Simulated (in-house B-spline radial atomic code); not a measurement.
**Binding energies in Nb**

NIST's tabulated ground configuration is [Kr] 4d4 5s1; each binding energy is the energy of the ion with one electron taken from that subshell, relaxed, less that of the parent. Computed with a B-spline radial code for spherical atoms: Dirac-Hartree-Fock, average of configuration, Fermi nucleus of rms radius 4.324 fm. Energies include first-order Breit, QED and recoil terms.

```csv
subshell,X-ray name,binding energy (eV),-ε (eV),relaxation (eV)
2p1/2,L2,2471.1,2510.0,34.3
2p3/2,L3,2376.9,2413.6,33.6
3p1/2,M2,386.6,400.0,12.7
3p3/2,M3,370.9,383.8,12.5
4p1/2,N2,41.44,45.03,3.53
4p3/2,N3,39.38,42.79,3.39
5s,O1,5.42,5.59,0.17
4d,"N4,5",5.38,6.92,1.55
```

Relaxation = -ε minus the binding energy without Breit, QED and recoil terms.

What does it cost to remove both a 4p3/2 and a 5s electron?

52.134 eV, which is 7.339 eV more than the two single binding energies together.

What does it cost to remove both a 2p1/2 and a 3p3/2 electron?

2881.6 eV, which is 39.48 eV more than the two single binding energies together.

What does it cost to remove both a 3p1/2 and a 5s electron?

399.45 eV, which is 7.378 eV more than the two single binding energies together.
